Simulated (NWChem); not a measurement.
SeF$_{2}$; SMILES F[Se]F

All runs: NWChem. All runs use the structure optimised with PBE0-D3(BJ)/def2-TZVP. Level PBE/def2-SVP: energy and gradient on several grids; changes count from the extra-fine grid, which is no exact limit either.

| grid | size of the energy change (μHa) | largest change of a gradient component (μHa/bohr) |
|---|---|---|
| xcoarse | 1000 | 4000 |
| coarse | 40 | 700 |
| medium | < 10 | 60 |
| fine | < 10 | < 30 |
| xfine | < 10 | < 30 |
